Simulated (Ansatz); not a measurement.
Geometry optimisation, Ansatz 0.2.0, RKS PBE-D4/def2-SVP.

input.yaml

```yaml
crystal:
  periodic: [false, false, false]
  atoms:
    - { symbol: B, position_ang: [-1.5316, 0.9959, 0.7283] }
    - { symbol: C, position_ang: [-0.5236, -0.0438, 0.2404] }
    - { symbol: O, position_ang: [-0.3613, -0.9532, 1.2753] }
    - { symbol: O, position_ang: [0.7657, 0.639, -0.0499] }
    - { symbol: C, position_ang: [1.5002, -0.1736, -0.9054] }
    - { symbol: H, position_ang: [-1.3601, 1.7252, 1.6643] }
    - { symbol: H, position_ang: [-2.5648, 1.1859, 0.1267] }
    - { symbol: H, position_ang: [-0.9218, -0.5208, -0.6657] }
    - { symbol: H, position_ang: [-0.1487, -1.8219, 0.9162] }
    - { symbol: H, position_ang: [2.4526, 0.3727, -1.0502] }
    - { symbol: H, position_ang: [1.7414, -1.1377, -0.389] }
    - { symbol: H, position_ang: [1.0289, -0.323, -1.8568] }
basis:
  gaussian: { orbitals: def2-SVP }
hamiltonian:
  xc: pbe
  dispersion: d4
relax:
  f_tol: 0.015
  max_steps: 40
output:
  orbitals: {}
```

Command:

```bash
$ ansatz run input.yaml --threads 2 --pin off --max-ram 3072MiB --backend cpu --events-out ev --progress --plain --runs-dir out
```

Q: Where does it end, and by what steps?

A: It converged. After 24 steps the energy has fallen by 0.762 eV; H9 moved furthest, 1.14 Å. Joined: B1–O3 (2.34 → 1.64 Å).

| step | energy less start (eV) | largest force component (eV/Å) | accepted |
| --- | --- | --- | --- |
| 0 | 0.0000 | 2.423 | yes |
| 1 | -0.2504 | 1.151 | yes |
| 2 | -0.3020 | 0.392 | yes |
| 3 | -0.3156 | 0.188 | yes |
| 4 | -0.3240 | 0.097 | yes |
| 5 | -0.2735 | 1.202 | no |
| 6 | -0.3335 | 0.114 | yes |
| 7 | -0.3426 | 0.457 | yes |
| 8 | -0.3583 | 0.778 | yes |
| 9 | -0.3882 | 0.961 | yes |
| 10 | -0.4211 | 1.418 | yes |
| 11 | -0.4752 | 1.236 | yes |
| 12 | -0.5934 | 0.621 | yes |
| 13 | -0.6845 | 0.840 | yes |
| 14 | -0.6915 | 1.492 | yes |
| 15 | -0.6886 | 0.912 | no |
| 16 | -0.7536 | 0.246 | yes |
| 17 | -0.7569 | 0.216 | yes |
| 18 | -0.7602 | 0.050 | yes |
| 19 | -0.7593 | 0.122 | no |
| 20 | -0.7613 | 0.024 | yes |
| 21 | -0.7616 | 0.023 | yes |
| 22 | -0.7615 | 0.034 | no |
| 23 | -0.7616 | 0.024 | yes |
| 24 | -0.7617 | 0.014 | yes |

```xyz
12
Properties=species:S:1:pos:R:3
B -1.461 0.729 0.921
C -0.498 0.226 -0.204
O -0.599 -0.628 1.228
O 0.733 0.721 -0.362
C 1.708 -0.165 -0.911
H -1.081 1.642 1.628
H -2.654 0.493 0.811
H -0.795 -0.519 -0.977
H -1.191 -1.389 1.061
H 2.606 0.437 -1.145
H 1.975 -0.953 -0.175
H 1.335 -0.648 -1.842
```

Whether the end is a true minimum wasn't checked by a vibrational analysis.

The run took 37 s on 2 threads of AMD EPYC 7B13 (Zen 3), with other jobs on the host, peak memory 0.15 GiB.
